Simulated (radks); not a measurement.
Spherical jellium clusters: N electrons in a uniform positive sphere of charge N and radius rs N^(1/3), rs = 2.92 bohr. Method: non-relativistic Kohn-Sham, LDA (Slater exchange, Perdew-Wang correlation), spin-polarised, spherical densities; computed with a radial shooting solver with Libxc functionals. Levels are named by radial order and angular momentum (1s, 1p, 1d, 2s, ...), and open shells are averaged over m. Each electron was tried in the lowest free levels, single moves between levels near the top were tried too, and the lowest total energy was kept; such a search can miss a lower state. Energies include the self-energy of the background; IP and EA are vertical (highest electron removed, lowest free level filled), at fixed background; spill-out counts the electrons outside the background radius R, and alpha is the static dipole polarisability from linear response (closed shells only). A dash means not computed or, for alpha, an open shell; in EA it means that no bound solution was reached, which is typical of self-interaction and does not show that the anion is unstable. Real open-shell clusters deform, which this model forbids.

N,open shells,2S,E(N+1) + E(N-1) - 2E(N) (eV),-e(HOMO) (eV),spill-out (e)
1,"1s(up 1, down 0)",1,-,3.621,0.50
2,none,0,1.801,4.062,0.70
3,"1p(up 1, down 0)",1,-0.867,2.330,1.07
4,"1p(up 2, down 0)",2,-0.707,3.097,1.30
5,"1p(up 3, down 0)",3,0.336,3.616,1.46
6,"1p(up 3, down 1)",2,-0.574,3.296,1.63
7,"1p(up 3, down 2)",1,-0.431,3.746,1.77
8,none,0,2.058,4.077,1.89
9,"1d(up 1, down 0)",1,-0.390,2.151,2.11
10,"1d(up 2, down 0)",2,-0.353,2.557,2.30
11,"1d(up 3, down 0)",3,-0.313,2.887,2.45
12,"1d(up 4, down 0)",4,-0.277,3.163,2.58
13,"1d(up 5, down 0)",5,0.422,3.397,2.70
14,"1d(up 5, down 0) 2s(up 1, down 0)",6,-0.250,3.040,2.97
15,"1d(up 5, down 2)",3,-0.266,3.239,2.94
16,"1d(up 5, down 3)",2,-0.219,3.457,3.05
17,"1d(up 5, down 4)",1,-0.194,3.645,3.14
18,none,0,0.258,3.809,3.24
19,"2s(up 1, down 0)",1,0.216,3.559,3.43
20,none,0,1.056,3.410,3.66
21,"1f(up 1, down 0)",1,-0.201,2.418,3.79
22,"1f(up 2, down 0)",2,-0.187,2.610,3.91
23,"1f(up 3, down 0)",3,-0.173,2.783,4.01
24,"1f(up 4, down 0)",4,-0.161,2.939,4.11
25,"1f(up 5, down 0)",5,-0.150,3.081,4.20
26,"1f(up 6, down 0)",6,-0.140,3.211,4.28
27,"1f(up 7, down 0)",7,0.403,3.330,4.36
28,"1f(up 7, down 1)",6,-0.152,2.935,4.45
29,"1f(up 7, down 2)",5,-0.141,3.075,4.54
30,"1f(up 7, down 3)",4,-0.131,3.203,4.62
31,"1f(up 7, down 4)",3,-0.122,3.321,4.70
32,"1f(up 7, down 5)",2,-0.114,3.429,4.77
33,"1f(up 7, down 6)",1,-0.106,3.529,4.84
34,none,0,0.489,3.622,4.91
35,"2p(up 1, down 0)",1,-0.063,3.161,5.11
36,"2p(up 2, down 0)",2,-0.054,3.259,5.30
37,"2p(up 3, down 0)",3,0.261,3.345,5.49
38,"2p(up 3, down 1)",2,-0.062,3.143,5.70
39,"2p(up 3, down 2)",1,-0.054,3.247,5.90
40,none,0,0.526,3.338,6.11
41,"1g(up 1, down 0)",1,-0.110,2.825,6.17
42,"1g(up 2, down 0)",2,-0.104,2.913,6.23
43,"1g(up 3, down 0)",3,-,2.997,6.28

All shells are closed at N = 2, 8, 18, 20, 34, 40 (there: 1s2 1p6 1d10 2s2 1f14 2p6); the second difference of the energy has clear peaks (12 % above both neighbours; the first and last values, which can be the largest, are not judged, and half-filled shells can peak too) at N = 5, 8, 13, 18, 20, 27, 34, 37, 40.
